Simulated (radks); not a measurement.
The numbers below are computed, except where a source is named.
Species: Ho10+. Configuration: [Xe] 5d1 6s2 (not the ground configuration).

Level of theory: Dirac Kohn-Sham, PBE, spin-unpolarised, spherical densities, point nucleus; open shells fill j = l - 1/2 first (a radial shooting solver on a logarithmic mesh with Libxc functionals).

Energy parts (eV):
part                      energy
total                 -342401.88
kinetic                377146.48
electron-nucleus      -830312.46
Hartree                117820.11
exchange-correlation    -7056.01

Orbitals (lengths in bohr, moments of r in powers of bohr; r(max) is where P^2 peaks):
orbital  occ.  eigenvalue (eV)      <r>      <r^2>   r(max)
1s1/2       2        -55718.06  0.02074  0.0005881  0.01311
2s1/2       2        -9561.638  0.08758   0.009120  0.07481
2p1/2       2        -9111.095  0.07296   0.006592  0.05627
2p3/2       4        -8255.482  0.08013   0.007818  0.06240
3s1/2       2        -2379.451   0.2294    0.06025   0.2116
3p1/2       2        -2183.143   0.2192    0.05588   0.1992
3p3/2       4        -2004.367   0.2326    0.06271   0.2120
3d3/2       4        -1668.122   0.2055    0.04963   0.1679
3d5/2       6        -1629.245   0.2096    0.05152   0.1715
4s1/2       2        -692.2921   0.5021     0.2841   0.4768
4p1/2       2        -613.1127   0.5075     0.2923   0.4779
4p3/2       4        -568.5528   0.5335     0.3226   0.5025
4d3/2       4        -437.4378   0.5446     0.3411   0.4993
4d5/2       6        -428.7281   0.5527     0.3510   0.5067
5s1/2       2        -246.3038    1.026      1.173   0.9863
5p1/2       2        -216.9717    1.075      1.290    1.026
5p3/2       4        -205.6361    1.122      1.406    1.073
5d3/2       1        -159.3821    1.243      1.737    1.172
5d5/2       0        -157.3729    1.258      1.778    1.186
6s1/2       2        -117.9073    1.894      3.974    1.881
6p1/2       0        -106.3224    2.007      4.468    1.992
6p3/2       0        -102.5452    2.076      4.781    2.066
7s1/2       0         -69.4370    3.059      10.36    3.179

The highest occupied level is 6s1/2 at -117.91 eV. The configuration is held as typed, so some empty levels lie below it. The density falls to 0.001 e/bohr^3 at r = 3.16 bohr.
